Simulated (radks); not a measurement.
The nuclear charge of neutral zinc is varied continuously with 30 electrons held in [Ar] 3d10 4s2. Method: scalar-relativistic Kohn-Sham, PBEsol, spin-polarised, spherical densities, point nucleus; computed with a radial shooting solver on a logarithmic mesh with Libxc functionals. By the Hellmann-Feynman theorem dE/dZ = E(electron-nucleus)/Z, the electronic potential at the nucleus. The scalar-relativistic energy here is not variational (the density holds large components alone), so the two differ by a part that grows with Z.

Z     E (hartree)  E(electron-nucleus)/Z (hartree)  HOMO  e(HOMO) (eV)  <r> HOMO (bohr)
29.8  -1765.86038                         -142.887    4s        -4.283            2.767
29.9  -1780.19763                         -143.545    4s        -5.124            2.702
30    -1794.60086                         -144.203    4s        -5.998            2.642
30.1  -1809.07002                         -144.860    4s        -6.905            2.586
30.2  -1823.60504                         -145.516    4s        -7.842            2.534
30.3  -1838.20587                         -146.172    4s        -8.810            2.486
30.4  -1852.87244                         -146.827    4s        -9.806            2.440
30.5  -1867.60472                         -147.482    4s       -10.832            2.396
30.6  -1882.40266                         -148.137    4s       -11.884            2.355
30.7  -1897.26623                         -148.791    4s       -12.965            2.316
30.8  -1912.19539                         -149.444    4s       -14.071            2.279
30.9  -1927.19010                         -150.098    4s       -15.204            2.244
31    -1942.25035                         -150.751    4s       -16.363            2.210

The central difference of E at Z = 30 is -144.362 hartree, to compare with the third column; the second derivative is -6.59 hartree.
